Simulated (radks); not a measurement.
Problem. These are the eigenvalues of the occupied orbitals of an atom or ion with whole-number occupations (eV). All-electron calculation, Dirac Kohn-Sham, BLYP, spin-unpolarised, spherical densities, finite nucleus; Fermi nuclear charge, rms radius of each element as measured or else 0.836 A^(1/3) + 0.57 fm. Program: a radial shooting solver on a logarithmic mesh with Libxc functionals.

1s1/2: -50615.59
2s1/2: -11339.86
2p1/2: -11005.42
2p3/2: -10377.06

Which element is it, and in what charge state? The configuration may be excited. Open shells, if any, fill j = l - 1/2 first.

Solution. Z = 62, samarium, charge +52: Sm52+ in [Ne]. The list shows which subshells hold electrons but not how many an open one holds; the 1s level, -1860.1 hartree, gives Z - s = 61.0 by -(Z - s)^2/2, which with screening and relativity narrows Z to a few neighbours, and the depths of the outer levels then fix element, charge and occupations together.
